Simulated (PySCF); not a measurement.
## Bond length, frequency and bond energy of BTe by level of theory

State: ²Σ⁺ (doublet), unpaired electrons σ ↑. Set-up: B def2-TZVPP, Te def2-TZVPP with ECP28; scalar-relativistic core potentials (PySCF 2.14). De refers to B + Te in their high-spin ground configurations, without counterpoise correction. The functionals are run spin-unrestricted. A positive dipole means B(−)Te(+).

| Level | Re (Å) | ωe (cm⁻¹) | De (eV) | μ (D) |
| --- | --- | --- | --- | --- |
| ROHF | 1.945 | 851 | 2.29 | -0.81 |
| ROHF-MP2 | 1.940 | 868 | 4.09 | n/a |
| ROHF-SCS-MP2 | 1.944 | 856 | 3.77 | n/a |
| ROHF-CCSD | 1.948 | 836 | 3.48 | n/a |
| ROHF-CCSD(T) | 1.959 | 816 | 3.82 | n/a |
| PBE | 1.965 | 795 | 4.37 | 0.36 |
| PBEsol | 1.957 | 807 | 4.67 | 0.32 |
| PW91 | 1.964 | 795 | 4.39 | 0.34 |
| TPSS | 1.963 | 798 | 4.13 | 0.26 |
| r²SCAN | 1.952 | 823 | 4.23 | 0.11 |
| PBE0 | 1.949 | 827 | 4.06 | 0.14 |
| BHandHLYP | 1.945 | 829 | 3.48 | -0.12 |
| CAM-B3LYP | 1.941 | 831 | 3.71 | 0.04 |

**Question.** Which functional lies closest to ROHF-CCSD(T) in De, which farthest, and by how much do they differ from it?

**Answer.** Closest is CAM-B3LYP (-1.8 pm in Re, +1.8 % in ωe, -0.11 eV in De against ROHF-CCSD(T) in the same basis), farthest PBEsol (-0.2 pm in Re, -1.1 % in ωe, +0.85 eV in De). CCSD(T) converges more slowly with the basis than the functionals do and binds too weakly in this one, so the order can change at the basis-set limit.

**Question.** What does the triples do here, going from ROHF-CCSD to ROHF-CCSD(T)?

**Answer.** ROHF-CCSD(T) less ROHF-CCSD: +1.1 pm in Re, -2.4 % in ωe, +0.34 eV in De. Correlation nearly always deepens the well. The bond lengthens, as in strong covalent bonds, where excitations into antibonding orbitals dominate.

Correlated steps freeze 5 core orbitals. These are scalar-relativistic numbers at best; spin–orbit coupling would shift them, the dissociation energy most. The state was picked by a PBE0 search and need not be the measured ground state.

The whole job (state search and all levels along the bond) took about 14 min on 1 thread of Arm Neoverse V2 (shared host), peak memory 2 GiB.
